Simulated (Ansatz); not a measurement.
C2H2AlF (`[F][Al]1[CH]=[CH]1`) from Hartree–Fock to CCSD(T)

Z-matrix (Å, degrees):
```
Al
C 1 1.835
C 1 1.835 2 44.1
F 1 1.638 2 157.9 3 -180.0
H 2 1.089 1 165.4 3 180.0
H 3 1.089 1 165.4 2 180.0
```

The species carries charge 0 and has multiplicity 1. The structure was optimised at the PBE0-D4/def2-TZVP level. Frozen core, restricted reference, Ansatz 0.2.0. CBS rows extrapolate triple and quadruple zeta; past MP2 they add the triple-zeta difference.

```tsv
basis	HF (Eh)	MP2 corr.	CCSD corr.	(T)	CCSD(T) total
def2-SVP	-418.03071	-0.49726	?	-0.01639	?
def2-TZVPP	-418.33293	?	-0.64468	-0.02717	?
def2-QZVPP	-418.34801	?	–	–	–
CBS(def2)	-418.35009	-0.71604	?	as TZ	?
```

Fill in the withheld values. (Best estimate.)

Ansatz gave: def2-SVP CCSD corr.: -0.51947; def2-SVP CCSD(T) total: -418.56657; def2-TZVPP MP2 corr.: -0.62896; def2-TZVPP CCSD(T) total: -419.00478; def2-QZVPP MP2 corr.: -0.67899; CBS(def2) CCSD corr.: -0.73177; CBS(def2) CCSD(T) total: -419.10903.
